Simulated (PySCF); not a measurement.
Isomers of C2H9BN2. Method used: PBE0-D3(BJ)/def2-SVP geometry optimisation, gas phase in PySCF. One conformer each; no zero-point energy, no entropy. No frequencies were run at this level. Point groups hold within 0.08 Å.

Question: Rank from lowest to highest electronic energy at this level (kJ/mol).
A. `[CH3:1][NH:2][BH:3][NH:4][CH3:5]` with C1–N2–B3–N4 -179°, N2–B3–N4–C5 -179°
B. `[CH3:1][NH:2][B:3]([CH3:4])[NH2:5]` with C1–N2–B3–C4 -1°
C. `CN(C)BN`

Answer: B (0.0), C (57.8), A (65.3).

Neighbours under 10 kJ/mol apart (CN(C)BN and CNBNC) can change places with a better method, another conformer or zero-point energy.

| SMILES | E (Eh) | E rel (kJ/mol) | dipole (D) | point group | A, B, C (MHz) |
| --- | --- | --- | --- | --- | --- |
| CNB(C)N | -215.66345 | 0.0 | 1.27 | near Cs | 7533, 3588, 2507 |
| CN(C)BN | -215.64143 | 57.8 | 1.37 | Cs | 8799, 3583, 2631 |
| CNBNC | -215.63857 | 65.3 | 1.58 | – | 26223, 1975, 1880 |

Q: How do the relative energies change in single points at B3LYP/pcSseg-1 (no added dispersion term) on the same geometries?

A: 
```csv
SMILES,PBE0-D3(BJ)/def2-SVP (kJ/mol),B3LYP/pcSseg-1 (kJ/mol),shift
CNB(C)N,0.0,0.0,0.0
CN(C)BN,57.8,55.9,-1.9
CNBNC,65.3,61.3,-4.0
```

Each column counts from its own lowest isomer. The order is unchanged; the largest shift is 4.0 kJ/mol.
